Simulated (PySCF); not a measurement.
GeH2, SMILES [GeH2] (connectivity only; charge and spin as stated), neutral, multiplicity 1.

The structure is a stationary point at B3LYP-D3(BJ)/def2-TZVPD. The isomer is the one that the SMILES or the coordinates give; other isomers of the formula were not compared.

Level of theory: PySCF with PBE/def2-TZVPD.

The molecule is in vacuum.

Task: Estimate the frontier levels, gap, dipole moment and polarisability. (An estimate is asked for; the answer gives what the named calculation found.)

Result: 
```json
{
  "highest_occupied_level": "-5.90 eV",
  "lowest_empty_level": "-3.95 eV",
  "orbital_gap": "1.94 eV",
  "dipole_moment": "0.22 D",
  "quadrupole, principal values (traceless, Buckingham form, about the centre of nuclear charge)": "-3.74, -1.38, 5.13 D·Å",
  "mean_static_polarisability": "38.8 bohr³ (5.75 Å³)",
  "polarisability_principal_values": "30.5, 41.8, 44.1 bohr³"
}
```
